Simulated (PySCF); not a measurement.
Excitations are Tamm–Dancoff values on a coarser integration grid. The basis has no diffuse functions, so Rydberg states are missing or too high.

Cartesian coordinates (Å):
SMILES: C=CC(N)=O
```xyz
10

C      1.4795    -0.7495     0.8449
C      0.2133    -0.5617     0.4980
C     -0.1907     0.6198    -0.3206
N     -1.5242     0.6825    -0.6014
O      0.5952     1.4635    -0.7114
H      1.7881    -1.6001     1.4376
H      2.2346    -0.0386     0.5330
H     -0.5579    -1.2622     0.8011
H     -1.8630     1.4555    -1.1484
H     -2.1750    -0.0091    -0.2769
```
Charge 0, spin multiplicity 1.

Question: Predict the HOMO–LUMO gap, brightest of the four lowest singlets (TDA), S1–T1 gap (TDA), S1 excitation (TDA), LUMO, dipole moment, total energy and HOMO from TPSSh-D3(BJ)/def2-TZVP // B3LYP-D3(BJ)/def2-TZVP run with PySCF.

Answer: 
The HOMO–LUMO gap comes out as 5.02 eV and the brightest of the four lowest singlets (TDA) comes out as 6.94 eV. The S1–T1 gap (TDA) is 0.43 eV and the S1 excitation (TDA) is 4.37 eV. The LUMO is -1.51 eV. The dipole moment comes out as 3.61 D. The total energy is -247.4113 Ha and the HOMO is -6.53 eV.
